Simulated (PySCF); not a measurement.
**How methods differ on the ionisation energy of O+**

O+ [He] 2s2 2p3 (4S) → O(2+) [He] 2s2 2p2 (3P), as a difference of total energies. Calculation: PySCF 2.14, in aug-cc-pVDZ-DK (4s3p2d, 23 functions); the spin-free X2C one-electron Hamiltonian (Gaussian nucleus). Correlated levels: valence: 1s2 frozen. The calculations carry no spin-orbit coupling.

```csv
method,ionisation energy (eV)
UHF,34.549
PBE0,35.335
r2SCAN,35.501
MP2 (valence),34.982
SCS-MP2 (valence),34.784
CCSD (valence),34.800
CCSD(T) (valence),34.804
```

Errors of the correlated levels include the incompleteness of this basis and the frozen core.

Which method comes closest to the reference value, and which is furthest?

The reference is 35.121 eV (measured; NIST Atomic Spectra Database, ionization energies). Closest: MP2 (valence) (error -0.139 eV); furthest: UHF (error -0.572 eV).
